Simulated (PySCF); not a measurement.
C2H9ClOSi2, SMILES C[Si@@H](Cl)[C@H]([SiH3])O.

Coordinates come from a B3LYP-D3(BJ)/def2-SVP optimisation. The structure was generated by enumeration; whether it is a known compound was not checked. One conformer was computed; it need not be the lowest.

Two levels are set side by side: TDA-PBE/def2-SVPD (PySCF) and TDA-PBE0/def2-SVPD (PySCF). Vertical, same geometry. The lowest singlet is HOMO→LUMO 97 % with PBE and HOMO→LUMO 94 % with the other functional; states are paired by order. Differences are taken from unrounded values.

```tsv
quantity	TDA-PBE0
lowest singlet excitation (eV)	6.40
lowest triplet excitation (TDA) (eV)	6.01
```

**Question.** What does TDA-PBE give, and how far is it from TDA-PBE0? (The exact figures need the calculation; the answer reports its results.)

**Answer.** 
```csv
quantity,TDA-PBE,TDA-PBE minus TDA-PBE0
lowest singlet excitation (eV),5.64,-0.76
lowest triplet excitation (TDA) (eV),5.37,-0.64
```

Functionals without exact exchange tend to place singlet excitations lower, as here. Differences between two approximate levels are no errors against the true value.

Rough cost on one machine, each run with all the roots and properties that it gave: TDA-PBE0 against TDA-PBE about 3 times.
